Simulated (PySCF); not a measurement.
Field gradients from PBE0/pcSseg-1 densities (PySCF, non-relativistic) at PBE0-D3(BJ)/def2-SVP geometries, isolated species, one conformer each; χzz is the principal value of largest magnitude, with Q(14N) = 0.02044 b. These gradients aren't converged with respect to the basis.

**Question.** Rank these 14N sites by the size of the quadrupole coupling, smallest first.
A. N5 (pyridine-type nitrogen) in `[CH3:1][O:2][c:3]1[cH:4][n:5][n:6]([SiH3:7])[n:8]1`
B. N7 (pyridine-type nitrogen) in `[NH2:1][Si@@H:2]([SiH3:3])[c:4]1[cH:5][cH:6][n:7][cH:8][cH:9]1`
C. The nitrogen bonded to Ge and 2 H of `C=[CH][GeH2][S][GeH2][NH2]`
D. N4 (nitrogen bound to a carbonyl carbon) in `[NH2:1][SiH2:2][C:3]([NH2:4])=[O:5]`

**Answer.** D (4.210 MHz), C (4.464 MHz), A (5.318 MHz), B (5.537 MHz).

All sites together:

| nucleus | site | Vzz (au) | η | χzz (MHz) |
| --- | --- | --- | --- | --- |
| 14N | N5 (pyridine-type nitrogen) in [CH3:1][O:2][c:3]1[cH:4][n:5][n:6]([SiH3:7])[n:8]1 | -1.107 | 0.23 | -5.318 |
| 14N | the nitrogen bonded to Ge and 2 H of C=[CH][GeH2][S][GeH2][NH2] | -0.930 | 0.15 | -4.464 |
| 14N | N4 (nitrogen bound to a carbonyl carbon) in [NH2:1][SiH2:2][C:3]([NH2:4])=[O:5] | -0.877 | 0.11 | -4.210 |
| 14N | N7 (pyridine-type nitrogen) in [NH2:1][Si@@H:2]([SiH3:3])[c:4]1[cH:5][cH:6][n:7][cH:8][cH:9]1 | -1.153 | 0.40 | -5.537 |
